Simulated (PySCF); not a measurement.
Ga(F)(Br)(NH2) (BrFGaH2N), SMILES [Ga]([F])([NH2])[Br]. Atoms are numbered in the order given.

```xyz
6

Ga    -0.0306    -0.7470     0.0000
F     -1.6088    -1.5090     0.0000
Br     0.0497     1.5320     0.0000
N      1.4218    -1.8028     0.0000
H      2.3702    -1.4466     0.0000
H      1.3679    -2.8151     0.0000
```

Geometry: B3LYP-D3(BJ)/def2-SVP. The structure was generated by enumeration; whether it is a known compound was not checked. Other conformers were not sampled.

The numbers are results of PBE/def2-TZVP (PySCF), not measurements.

ESP charges are fitted to the potential on shells at 1.4 to 2.0 van der Waals radii. Atomic charges (e):

```csv
atom,Löwdin,ESP fit,meta-Löwdin
Ga1,-0.17,0.78,…
F2,-0.09,-0.35,-0.47
Br3,0.20,-0.21,…
N4,-0.27,-1.01,…
H5,0.17,0.37,0.25
H6,0.17,0.42,0.25
```

**Question.** Some entries are withheld; supply them. (An estimate is asked for; the answer gives what the named calculation found.)

**Answer.** 
- Ga1, meta-Löwdin: 0.83
- Br3, meta-Löwdin: -0.22
- N4, meta-Löwdin: -0.64
